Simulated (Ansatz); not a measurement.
A calculation with Ansatz (development build ahead of 0.2.0).

```yaml
crystal:
  periodic: [false, false, false]
  atoms:
    - { symbol: C, position_ang: [-0.00599, -0.00673, -1.50683] }
    - { symbol: Br, position_ang: [-0.00936, 0.0006, 0.42178] }
    - { symbol: H, position_ang: [-0.00357, -1.0451, -1.85054] }
    - { symbol: H, position_ang: [-0.90855, 0.51692, -1.85325] }
    - { symbol: H, position_ang: [0.89922, 0.52109, -1.84813] }
basis:
  gaussian: { orbitals: cc-pVDZ }
hamiltonian:
  xc: hf
correlation:
  method: mp2
  frozen_orbitals: { Br: 9, C: 1, H: 0 }
```

The input is written out in the form of the current development build from the run's settings.

Output:

```
Converged                       : yes
Reference energy                : -2612.00015 hartree
Correlation energy              : -0.27953 hartree
Total energy                    : -2612.27968 hartree
Spin squared of the determinant : 0.000
```
